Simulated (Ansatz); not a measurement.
CH₅AlBNS (`SC[B]1[NH][AlH]1`): the same geometry under several functionals.

```yaml
crystal:
  periodic: [false, false, false]
  atoms:
    - {symbol: S, position_ang: [-0.772545, 1.858839, 1.399169]}
    - {symbol: C, position_ang: [-0.317651, 0.129461, 1.118584]}
    - {symbol: B, position_ang: [0.123404, -0.080386, -0.365745]}
    - {symbol: N, position_ang: [0.555301, -1.198444, -1.093348]}
    - {symbol: Al, position_ang: [0.587661, 0.163108, -2.290837]}
    - {symbol: H, position_ang: [-1.096862, 1.751201, 2.699487]}
    - {symbol: H, position_ang: [-1.166827, -0.526630, 1.335815]}
    - {symbol: H, position_ang: [0.506287, -0.158237, 1.779774]}
    - {symbol: H, position_ang: [0.667189, -2.150313, -0.761837]}
    - {symbol: H, position_ang: [0.997144, 0.160301, -3.818061]}
basis:
  gaussian: {orbitals: def2-TZVPP}
hamiltonian: {xc: {name: wB97M-V}}
output: {forces: true, orbitals: {seedname: orbitals}}
```

```sh
$ ansatz run in.yaml --threads 4 --pin off --events-out ev --progress --plain --max-ram 10444MiB
```

Output, abridged:

```
Functional definition: wB97M-V
1362 factors; their error is unknown
328 factors; integrals over basis functions are off by at most 1.3e-5 eV
mean field evaluation 1: about -20708.1392 eV, gradient 6.2e1 eV
mean field evaluation 2: about -20705.7026 eV, gradient 7.0e1 eV
mean field evaluation 4: about -20716.4899 eV, gradient 3.5e0 eV
mean field evaluation 8: about -20716.5260 eV, gradient 6.5e-2 eV
mean field evaluation 16: about -20716.5285 eV, gradient 4.6e-4 eV
mean field -20716.52849921 eV, -761.3183801786 hartree, gradient 3.0e-5 eV, S^2 0.000000; 0 other end points of the search recorded, 0 dependent functions left out
reference -20716.52855500 eV, -761.3183822287 hartree; 26, 26 occupied and 221, 221 virtual orbitals, 1362 factors
Total energy: -20716.52855500 eV, -761.3183822287 hartree
Atom 0 at    -0.772545     1.858839     1.399169 Å, force    -0.055100     0.089080     0.131128 eV/Å
Atom 1 at    -0.317651     0.129461     1.118584 Å, force     0.002912    -0.165172     0.122582 eV/Å
Atom 2 at     0.123404    -0.080386    -0.365745 Å, force     0.019561     0.072663    -0.119665 eV/Å
Atom 3 at     0.555301    -1.198444    -1.093348 Å, force     0.031685    -0.166265     0.001520 eV/Å
Atom 4 at     0.587661     0.163108    -2.290837 Å, force     0.032676     0.001273    -0.122826 eV/Å
Atom 5 at    -1.096862     1.751201     2.699487 Å, force     0.027567     0.007511    -0.108315 eV/Å
Atom 6 at    -1.166827    -0.526630     1.335815 Å, force     0.079649     0.052040    -0.019181 eV/Å
Atom 7 at     0.506287    -0.158237     1.779774 Å, force    -0.074353     0.017827    -0.060381 eV/Å
Atom 8 at     0.667189    -2.150313    -0.761837 Å, force    -0.014296     0.082957    -0.006143 eV/Å
Atom 9 at     0.997144     0.160301    -3.818061 Å, force    -0.050302     0.008087     0.181280 eV/Å
Dipole moment:     0.107836    -0.445163    -0.041767 e Å
```

It took 11 s on 4 threads of an Arm Neoverse V2 on a shared host, with 0.91 GiB of host memory at the peak.

The same input with `hamiltonian: {xc: {name: wB97X-V}}` and no forces (abridged; 7 s):

```
Functional definition: wB97X-V
mean field evaluation 16: about -20715.2903 eV, gradient 6.8e-5 eV
mean field -20715.29027108 eV, -761.2728761343 hartree, gradient 2.4e-5 eV, S^2 0.000000
Total energy: -20715.29026879 eV, -761.2728760500 hartree
```

With the line `hamiltonian: {xc: pbe0, dispersion: d4}` and no forces (abridged; 2.6 s):

```
Functional definition: PBE0
mean field evaluation 16: about -20708.0716 eV, gradient 7.7e-5 eV
mean field -20708.07157358 eV, -761.0075938939 hartree, gradient 7.7e-5 eV, S^2 0.000000
Total energy: -20708.26345291 eV, -761.0146453293 hartree
```

The same input with `hamiltonian: {xc: {name: B3LYP}, dispersion: d4}` (abridged; 4.1 s):

```
Functional definition: B3LYP
mean field evaluation 16: about -20720.2869 eV, gradient 4.2e-4 eV
mean field -20720.28692675 eV, -761.4564998430 hartree, gradient 3.5e-5 eV, S^2 0.000000
Total energy: -20720.65209331 eV, -761.4699194666 hartree
Atom 0 force    -0.087699     0.289457     0.088291 eV/Å
Atom 1 force     0.074857    -0.302008    -0.032522 eV/Å
Atom 2 force     0.008218    -0.041566     0.013248 eV/Å
Atom 3 force     0.001167    -0.031628     0.008905 eV/Å
Atom 4 force     0.031819     0.053658    -0.160604 eV/Å
Atom 5 force    -0.006530     0.023295     0.005938 eV/Å
Atom 6 force     0.056360     0.027312     0.004114 eV/Å
Atom 7 force    -0.057444     0.001953    -0.026334 eV/Å
Atom 8 force     0.002031    -0.016514     0.011105 eV/Å
Atom 9 force    -0.022778    -0.003958     0.087860 eV/Å
Dipole moment:     0.107031    -0.448077    -0.036347 e Å
```

B3LYP takes the VWN-RPA correlation (the form of Gaussian; ORCA's B3LYP/G).
